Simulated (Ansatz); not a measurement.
SrO2⁻. The state is a doublet with charge -1. Geometry PBE0-D4/def2-TZVPD.

```xyz
3

Sr   -0.0108    0.0070    0.0011
O    -1.1468   -1.7492   -0.2731
O     1.1576    1.7422    0.2720
```

In the def2 sets Sr takes a core potential; there is no spin–orbit coupling. At PBE-D4/def2-TZVPD, r2SCAN-D4/def2-TZVPD the highest occupied level of the charge -1 doublet lies above zero (up to 0.46 eV). It is a level of β spin, whose loss leaves a triplet; that state wasn't run at this geometry and level. The electron is either unbound and held by the finite basis, or the level is raised by self-interaction error. Another isomer (doublet) lies 0.04 eV lower at PBE0-D4/def2-TZVPD; other spin states weren't run for this one.

Problem. Estimate the α-spin orbital energies around the gap (eV) in Ansatz with PBE-D4/def2-TZVPD, r2SCAN-D4/def2-TZVPD, PBE0-D4/def2-TZVPD, ωB97M-V/def2-TZVPD.

Solution. 
```json
{"orbital": "HOMO−5", "PBE-D4/def2-TZVPD": "-1.28", "r2SCAN-D4/def2-TZVPD": "-1.60", "PBE0-D4/def2-TZVPD": "-3.02", "ωB97M-V/def2-TZVPD": "-5.39"}
{"orbital": "HOMO−4", "PBE-D4/def2-TZVPD": "-0.28", "r2SCAN-D4/def2-TZVPD": "-0.44", "PBE0-D4/def2-TZVPD": "-1.65", "ωB97M-V/def2-TZVPD": "-4.19"}
{"orbital": "HOMO−3", "PBE-D4/def2-TZVPD": "-0.28", "r2SCAN-D4/def2-TZVPD": "-0.44", "PBE0-D4/def2-TZVPD": "-1.65", "ωB97M-V/def2-TZVPD": "-4.19"}
{"orbital": "HOMO−2", "PBE-D4/def2-TZVPD": "0.15", "r2SCAN-D4/def2-TZVPD": "-0.02", "PBE0-D4/def2-TZVPD": "-1.28", "ωB97M-V/def2-TZVPD": "-3.69"}
{"orbital": "HOMO−1", "PBE-D4/def2-TZVPD": "0.15", "r2SCAN-D4/def2-TZVPD": "-0.02", "PBE0-D4/def2-TZVPD": "-1.19", "ωB97M-V/def2-TZVPD": "-3.69"}
{"orbital": "HOMO", "PBE-D4/def2-TZVPD": "0.33", "r2SCAN-D4/def2-TZVPD": "0.02", "PBE0-D4/def2-TZVPD": "-1.19", "ωB97M-V/def2-TZVPD": "-3.54"}
{"orbital": "LUMO", "PBE-D4/def2-TZVPD": "2.11", "r2SCAN-D4/def2-TZVPD": "2.60", "PBE0-D4/def2-TZVPD": "2.70", "ωB97M-V/def2-TZVPD": "3.34"}
{"orbital": "LUMO+1", "PBE-D4/def2-TZVPD": "3.20", "r2SCAN-D4/def2-TZVPD": "3.58", "PBE0-D4/def2-TZVPD": "3.60", "ωB97M-V/def2-TZVPD": "3.83"}
{"orbital": "LUMO+2", "PBE-D4/def2-TZVPD": "3.20", "r2SCAN-D4/def2-TZVPD": "3.58", "PBE0-D4/def2-TZVPD": "3.60", "ωB97M-V/def2-TZVPD": "3.83"}
{"orbital": "LUMO+3", "PBE-D4/def2-TZVPD": "3.66", "r2SCAN-D4/def2-TZVPD": "4.13", "PBE0-D4/def2-TZVPD": "4.12", "ωB97M-V/def2-TZVPD": "4.58"}
{"orbital": "LUMO+4", "PBE-D4/def2-TZVPD": "4.08", "r2SCAN-D4/def2-TZVPD": "4.57", "PBE0-D4/def2-TZVPD": "4.70", "ωB97M-V/def2-TZVPD": "5.24"}
{"orbital": "LUMO+5", "PBE-D4/def2-TZVPD": "4.08", "r2SCAN-D4/def2-TZVPD": "4.57", "PBE0-D4/def2-TZVPD": "4.70", "ωB97M-V/def2-TZVPD": "5.25"}
{"orbital": "β HOMO", "PBE-D4/def2-TZVPD": "0.46", "r2SCAN-D4/def2-TZVPD": "0.37", "PBE0-D4/def2-TZVPD": "-0.04", "ωB97M-V/def2-TZVPD": "-1.60"}
{"orbital": "β LUMO", "PBE-D4/def2-TZVPD": "1.76", "r2SCAN-D4/def2-TZVPD": "2.20", "PBE0-D4/def2-TZVPD": "2.66", "ωB97M-V/def2-TZVPD": "3.41"}
```
